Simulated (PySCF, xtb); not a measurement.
Si(H)2(OH)(NH2) (H5NOSi), SMILES N[SiH2]O. Atoms are numbered in the order given.

```xyz
8

Si    -0.3432    -0.3147    -0.0062
N      1.3136    -0.6901     0.1106
O     -0.5926     1.3177    -0.0955
H     -1.0159    -0.8549     1.2035
H     -0.8709    -0.9647    -1.2338
H      1.9197    -0.5903    -0.6890
H      1.8181    -0.5213     0.9671
H     -1.5005     1.6250    -0.1712
```

Geometry optimised at r2SCAN-D4/def2-TZVP. The geometry has at least one imaginary mode, so it is a saddle point at that level. The values are those of a single conformer.

Level of theory: C-PCM-PBE0/def2-SVP (PySCF).

The values are the electrostatic part of the solvation free energy, E(continuum) − E(gas) at the gas-phase geometry, in a cavity of scaled van der Waals radii (PySCF's table); cavitation and dispersion terms are not included. In vacuum the orbital gap is 9.12 eV. The dipole moment in vacuum is 0.40 D.

Computed values in water (ε = 78.36), N,N-dimethylformamide (ε = 37.22), cyclohexanone (ε = 15.62):
```json
[
 {"solvent": "water", "ε": "78.36", "ΔG(elec) (kcal/mol)": "-6.1", "dipole (D)": "0.51", "gap (eV)": "9.30"},
 {"solvent": "N,N-dimethylformamide", "ε": "37.22", "ΔG(elec) (kcal/mol)": "-6.0", "dipole (D)": "0.51", "gap (eV)": "9.29"},
 {"solvent": "cyclohexanone", "ε": "15.62", "ΔG(elec) (kcal/mol)": "-5.8", "dipole (D)": "0.50", "gap (eV)": "9.29"}
]
```

For comparison, GFN2-xTB/ALPB(water) (xtb, at the GFN2-xTB geometry, all terms of that model) gives -5.5 kcal/mol.
